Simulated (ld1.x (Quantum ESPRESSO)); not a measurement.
**What one change does to a pseudopotential (tin, TM)**

```
Element                 : Sn (Z = 50)
Generator               : ld1.x (Quantum ESPRESSO) 7.5
Type                    : norm-conserving Troullier–Martins (Kleinman–Bylander form)
Functional              : BP86
Relativity              : scalar-relativistic
Frozen core             : [Kr]
Valence charge          : 14
Reference configuration : 4d10 5s2 5p2
Partial waves           : 5s (bound): rc 2.15 bohr; 5p (bound): rc 2.75 bohr; 4d (bound): rc 0.95 bohr
Local potential         : the d channel
Core correction         : Bessel-smoothed model core inside 0.90 bohr
```

Change: local potential the p channel.

Cutoffs: the cutoffs (Ry, on a coarse ladder) from which the occupation-weighted sum of valence levels, in a spherical-Bessel basis at the reference potential, stays within 10 and 1 mRy of its value at 400 Ry; they do not see the model core or the augmentation charge, which bear on the density cutoff. Errors are all-electron minus pseudo energies relative to the spin-unpolarised reference configuration.

Problem. What does the change do?

Solution. The potential gets neither clearly harder nor softer (120 Ry and 160 Ry → 120 Ry and 180 Ry); the bound ghost in p, s disappears; of the 7 tests that both files solve, the error grows in 3 and shrinks in 3 by more than 15 % and 0.3 meV (median size 7.9 → 3.4 meV); the range in which the d phases agree narrows (upper end at the end of the scan → 0.0). In the separable form a ghost depends on how the local part lies against the semilocal potential of the channel, so the choice of the local part can create or remove one.

```tsv
quantity	base	changed
cutoff, loose	120 Ry	120 Ry
cutoff, tight	160 Ry	180 Ry
bound ghosts	s, p	none
error for 4d10 5s2 5p1, meV [ΔE 7.03 eV]	-1.3	+0.1
error for 4d10 5s2 5p0, meV [ΔE 21.15 eV]	-7.9	+0.3
error for 4d10 5s1 5p0, meV [ΔE 52.33 eV]	-27	-7.6
error for 4d10 5s1 5p3, meV [ΔE 7.00 eV]	-0.9	-0.7
error for 4d10 5s0 5p0, meV [ΔE 93.44 eV]	-101	-129
error for 4d10 5s0 5p4, meV [ΔE 14.24 eV]	-2.6	-3.4
error for 4d9 5s2 5p3, meV [ΔE 24.41 eV]	-215	-323
s: phases at 2.99 bohr within 0.05 rad from the reference energy up to (Ry; the scan ends near 5)	1.4	0.7
p: phases at 2.99 bohr within 0.05 rad from the reference energy up to (Ry; the scan ends near 5)	2.4	2.2
d: phases at 2.99 bohr within 0.05 rad from the reference energy up to (Ry; the scan ends near 5)	to the end of the scan	0.0
```

Base: These tests converged, but a pseudo level misses the all-electron one widely, so the file describes the atom poorly there or has found another state: 4d10 5s0 5p0: empty 5p by 4.4 eV. A true bound ghost makes a file unfit for plane-wave use even where its test errors are small: the radial tests pick states by their node count and pass the ghost by.
